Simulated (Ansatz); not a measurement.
Consider the isomerisation: `C/C=N\[SiH3]` → `N=CC[SiH3]`.

Gas-phase electronic energies from Ansatz, PBE0-D4/def2-TZVP geometries. CBS: MP2 limit from def2 TZ/QZ plus the TZ coupled-cluster correction, frozen cores. Functionals use def2-TZVPP. Each species was taken in one conformer, which may not be the lowest.

```json
{"level": "PBE-D4", "ΔE (eV)": "0.33"}
{"level": "LC-ωPBE", "ΔE (eV)": "0.34"}
{"level": "MP2/def2-SVP", "ΔE (eV)": "0.31"}
{"level": "SCS-MP2/def2-QZVPP", "ΔE (eV)": "0.39"}
```

**Question.** What does CCSD(T)/CBS give? (Estimate.)

**Answer.** Computed: +0.35 eV. The listed levels differ from it by -0.02, -0.01, -0.04, 0.04 eV.

Largest T1 diagnostic among the species: 0.013.

From BLYP to BHLYP (50 % exact exchange), in def2-TZVPP and without D4, ΔE moves by +0.03 eV. Leaving LDA and LC-ωPBE aside and taking each functional with its dispersion term where it has one, the values, not all of them listed here, spread over 0.11 eV, from revPBE-D4 to BHLYP-D4. In def2-TZVPP, CCSD(T) changes the Hartree–Fock value by −0.13 eV (the triples alone add −0.01 eV) and MP2 by −0.11 eV.
